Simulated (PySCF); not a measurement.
An unknown is described by computed data only.

Elements present: C, H and P. Monoisotopic mass: 117.0828 u (electron mass counted); charge +1.

* 13C NMR: chemical shifts (computed TMS as zero) by class: 32.7 (1 C), 26.5 (1 C), 17.1 (1 C), 13.9 (1 C), 12.3 (1 C), 11.6 (1 C) ppm [GIAO B3LYP/pcSseg-1]
* Triplet: lowest triplet excitation (Tamm–Dancoff): 5.75 eV [TDA PBE0/def2-SVPD]
* XPS: P2p3/2 142.7, C1s 294.4, C1s 295.1, C1s 295.1, C1s 295.9, C1s 296.0, C1s 296.0, P1s 2156.3 eV [ΔSCF SCAN, pcX-2 on the ionised atom, pcseg-1 elsewhere, spin-free X2C, 2p3/2 from a spin–orbit splitting computed afterwards within the 2p shell]
* Valence photoelectron: vertical ionisation energy: 14.87 eV [ΔSCF PBE0/def2-SVPD]
* Rotational structure: rotational constants A, B, C: 2.504, 1.656, 1.138 GHz [PBE0-D3(BJ)/def2-SVP]
* UV, first state: lowest singlet excitation: 7.30 eV (170 nm, f = 0.160) [TDDFT PBE0/def2-SVPD]

The electronic properties come from PySCF, for the isolated species, density fitting. Levels stand in brackets. Geometry: PBE0-D3(BJ)/def2-SVP, one conformer, isolated ion. NMR classes are plain means over equivalent atoms (diastereotopic ones count apart unless rotation or inversion swaps them), as if these changed places fast.

Task: Which formula fits the mass and the elements?

Result: C6H14P (calculated 117.0828). No other formula that holds each of these elements comes within 0.0003 u with a fitting electron parity and a possible valence count.

Task: What is the compound? Reason from the data.

Result: Numbering: `[CH3:1][CH2:2][C@@H:3]1[CH2:4][P@@H+:5]1[CH2:6][CH3:7]`. 6 carbons fall into 6 classes; from least to most shielded: ring sp3 carbon bound to phosphorus [C3] (32.7 ppm), chain CH2 carbon [C2] (26.5 ppm), methyl carbon [C1] (17.1 ppm), ring sp3 carbon bound to phosphorus [C4] (13.9 ppm), chain sp3 carbon bound to phosphorus [C6] (12.3 ppm), methyl carbon [C7] (11.6 ppm). The core levels belong to: P2p3/2 142.7 eV, phosphonium phosphorus [P5]; C1s 294.4 eV, methyl carbon [C1]; C1s 295.1 eV, chain CH2 carbon [C2]; C1s 295.1 eV, methyl carbon [C7]; C1s 295.9 eV, sp3 carbon bound to phosphorus [C4]; C1s 296.0 eV, sp3 carbon bound to phosphorus [C3]; C1s 296.0 eV, sp3 carbon bound to phosphorus [C6]; P1s 2156.3 eV, phosphonium phosphorus [P5]. S1 is mainly HOMO→LUMO (weight 0.84); the largest Löwdin shares of the orbital it empties are 0.26 on the phosphonium phosphorus, 0.17 on an sp3 carbon bound to phosphorus, 0.14 on the chain CH2 carbon and 0.10 on an sp3 carbon bound to phosphorus, of the orbital it fills 0.36 on the phosphonium phosphorus, 0.17 on an sp3 carbon bound to phosphorus, 0.12 on an sp3 carbon bound to phosphorus and 0.09 on the P–H hydrogen. The optimised geometry has point group C1 and is an asymmetric top. Structure: `CC[C@@H]1C[P@@H+]1CC`. Computed isomers that give other values at the same levels: `CC[C@@H]1[C@H](C)[P@H+]1C` (vertical ionisation energy: 14.53 eV); `CC(C)[C@@H]1C[P@@H+]1C` (rotational constant A: 3.332 GHz; this holds for the one conformer computed); `C[C@@H]1CC[C@@H](C)[PH2+]1` (rotational constant A: 3.855 GHz; this holds for the one conformer computed). The assignments are read from this structure; whether some other isomer fits the data as well wasn't checked. The mirror image fits equally.

Conformer computed: `[CH3:1][CH2:2][C@@H:3]1[CH2:4][P@@H+:5]1[CH2:6][CH3:7]`: C1–C2–C3–C4 160°, C4–P5–C6–C7 -157°.
